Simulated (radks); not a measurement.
Fractional charge and spin in the 3p shell of zinc: the spin-up occupation runs from 2 to 3 and the spin-down occupation from 2 to 3; the fullest corner is Zn3+, [Ne] 3s2 3d(up 4.5, down 4.5) 3p(up 3, down 3). All-electron calculation, non-relativistic Kohn-Sham, BLYP, spin-polarised, spherical densities, point nucleus. Program: a radial shooting solver on a logarithmic mesh with Libxc functionals. Energy (eV) minus the two flat planes that join the four corners (they meet along the diagonal where the two added fractions sum to one electron); zero is where a piecewise linear energy would lie.

| down \ up | 2 | 2.25 | 2.5 | 2.75 | 3 |
|---|---|---|---|---|---|
| 2 | 0.000 | -2.389 | -3.170 | -2.365 | 0.000 |
| 2.25 | -2.389 | -3.067 | -2.161 | 0.303 | -2.217 |
| 2.5 | -3.170 | -2.161 | 0.404 | -2.018 | -2.937 |
| 2.75 | -2.365 | 0.303 | -2.018 | -2.838 | -2.187 |
| 3 | 0.000 | -2.217 | -2.937 | -2.187 | 0.000 |

Corners above the fullest one (they belong to Zn4+ and the next ion): (up 3, down 2) 135.36 eV, (up 2, down 3) 135.36 eV, (up 2, down 2) 296.79 eV. With half an added electron in each spin the energy lies 0.404 eV from the planes, and with half an added electron in spin up alone -3.170 eV. The planes are only a guide here: the flat-plane condition holds for ground states with one frontier orbital, while this shell lies below other occupied shells, so the corners above the fullest one are inner-hole states and not the ground states of those ions.
